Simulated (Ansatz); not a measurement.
Calculated with Ansatz (gas phase, PBE0-D4/def2-TZVP geometries, no zero-point term in ΔE). CCSD(T)/CBS is the MP2 limit (def2-TZVPP, def2-QZVPP) plus CCSD(T) − MP2 in def2-TZVPP, frozen cores. Double bonds are as drawn, so ΔE can hold a change between cis and trans. DFT in def2-TZVPP. Each species was taken in one conformer, which may not be the lowest.

`O[SiH2]/C(O)=C\Cl` + `CC(=N)O` → `CC(=N)O[SiH2]O` + `O/C=C\Cl`  (ligand exchange at the Si–C bond)

CCSD(T)/CBS gives -123.4 kJ/mol.

(1) Another level gave -126.5 kJ/mol. Which?
A. r2SCAN-D4/def2-TZVPP
B. CCSD/def2-TZVPP
C. PBE0/def2-TZVPP
D. PBE/def2-TZVPP

Largest T1 diagnostic among the species: 0.013.

Results:

(1) B. CCSD/def2-TZVPP -126.5, PBE0 -115.9, r2SCAN-D4 -121.2, PBE -110.1 kJ/mol.

From PBE to PBE0 (25 % exact exchange), in def2-TZVPP and without D4, ΔE moves by −5.9 kJ/mol. In def2-TZVPP, CCSD(T) changes the Hartree–Fock value by +15.2 kJ/mol (the triples alone add +1.9 kJ/mol) and MP2 by +13.6 kJ/mol.
